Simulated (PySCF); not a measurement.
**Two-component Hartree-Fock for Hg (mercury, neutral)**

Start: [Xe] 4f14 5d10 6s1 6d1; 6s1/2 filled at m_j = +1/2; 6d5/2 filled at m_j = +5/2. Calculated with PySCF 2.14 in x2c-SVPall-2c with one added diffuse shell each of s, p, d type (8s11p10d2f, 105 functions): generalised Hartree-Fock with the X2C-1e Hamiltonian and a Gaussian nucleus; spin-orbit coupling (SO) screened by Boettger's factors. This is a chosen level, not necessarily the ground level.

| spinor shell | electrons | ε, screened SO (eV) | weight of nominal j (screened SO) | rms radius, screened SO (bohr) |
| --- | --- | --- | --- | --- |
| 1s1/2 | 2 | -83537.3 | 1.000 | 0.0187 |
| 2s1/2 | 2 | -14959.5 | 1.000 | 0.0756 |
| 2p1/2 | 2 | -14329.8 | 1.000 | 0.0639 |
| 2p3/2 | 4 | -12376.3 | 1.000 | 0.0720 |
| 3s1/2 | 2 | -3622.9 | 1.000 | 0.193 |
| 3p1/2 | 2 | -3340.2 | 1.000 | 0.184 |
| 3p3/2 | 4 | -2900.9 | 1.000 | 0.201 |
| 3d3/2 | 4 | -2437.0 | 1.000 | 0.177 |
| 3d5/2 | 6 | -2344.4 | 1.000 | 0.180 |
| 4s1/2 | 2 | -837.83 | 1.000 | 0.424 |
| 4p1/2 | 2 | -715.28 | 1.000 | 0.429 |
| 4p3/2 | 4 | -607.96 | 1.000 | 0.463 |
| 4d3/2 | 4 | -407.18 | 1.000 | 0.476 |
| 4d5/2 | 6 | -387.05 | 1.000 | 0.486 |
| 5s1/2 | 2 | -143.58 | 1.000 | 0.971 |
| 4f5/2 | 6 | -126.35 | 1.000 | 0.526 |
| 4f7/2 | 8 | -122.22 | 1.000 | 0.528 |
| 5p1/2 | 2 | -100.43 | 1.000 | 1.09 |
| 5p3/2 | 4 | -82.293 | 1.000 | 1.14 |
| 5d3/2 | 4 | -22.653 | 0.995 | 1.54 |
| 5d5/2 | 6 | -20.466 | 0.997 | 1.60 |
| 6s1/2 | 1 | -13.433 | 1.000 | 2.81 |
| 6d5/2 | 1 | -1.090 | 1.000 | 7.45 |

```
   quantity   screened SO
E (hartree)  -19638.13679
        M_J             3
       ⟨J²⟩        12.002
       ⟨L²⟩         6.150
       ⟨S²⟩         2.154
```

Each row is a mean over spinors that exchange with the open shell spreads, by up to 0.417 eV (5d5/2).

Breit and QED terms are absent; they matter most for the inner s and p1/2 levels.

Densities and radii are taken from the X2C orbitals without a picture-change correction, which distorts them close to the nucleus.
